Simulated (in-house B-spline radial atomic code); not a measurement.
Spin-orbit splittings of orbital energies (j = l + 1/2 less j = l - 1/2) and ratios of mean radii (lower j over upper j) along the 58-electron series, configuration [Xe] 4f4. Computed with an all-electron radial atomic-structure program (B-spline basis): Dirac-Hartree-Fock, average of the configuration, finite nuclei.

```csv
ion,Z,splitting of 4f (eV),radius ratio of 4f,splitting of 5p (eV),radius ratio of 5p,splitting of 4d (eV),radius ratio of 4d
Nd2+,60,0.37848,0.98863,3.265,0.95326,4.1659,0.9859
Pm3+,61,0.48886,0.9911,3.8673,0.95511,4.6116,0.98566
Sm4+,62,0.61036,0.99203,4.5658,0.95626,5.1041,0.98545
```
